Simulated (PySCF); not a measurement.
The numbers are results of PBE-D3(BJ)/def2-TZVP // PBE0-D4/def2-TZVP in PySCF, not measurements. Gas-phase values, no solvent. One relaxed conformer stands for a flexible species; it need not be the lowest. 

Reference species (SMILES): `[SiH2]C(O)=O` (neutral, multiplicity 2).

```yaml
highest_occupied_spin_orbital: -5.53 eV
```

Changed species: `[CH2][SiH2]O` (radical fragment; the reference has radical fragment).

### Question
What does the change do to the highest occupied spin orbital?

### Answer
the highest occupied spin orbital drops by 0.03 eV, to -5.56 eV.
